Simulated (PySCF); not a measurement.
A structure optimised at ωB97X-D3(BJ)/def2-SVP, used in a PySCF frequency run:

```
C
N 1 1.3319
C 2 1.3319 1 118.46
H 3 1.0976 2 116.67 1 180.00
H 1 1.0976 2 116.67 3 180.00
C 3 1.4052 4 119.63 2 180.00
C 6 1.3767 3 114.99 4 180.00
C 7 1.3767 6 124.15 3 0.00
H 8 1.0934 7 123.88 6 180.00
H 6 1.0934 7 123.88 8 180.00
```
Charge 0, spin multiplicity 2.

Task: Write its SMILES, formula and point group.

Result: [c]1ccncc1, C₅H₄N, C2v

Task: What are its rotational constants (standard atomic weights)?

Result: 6.4426, 5.9305, 3.0880 GHz
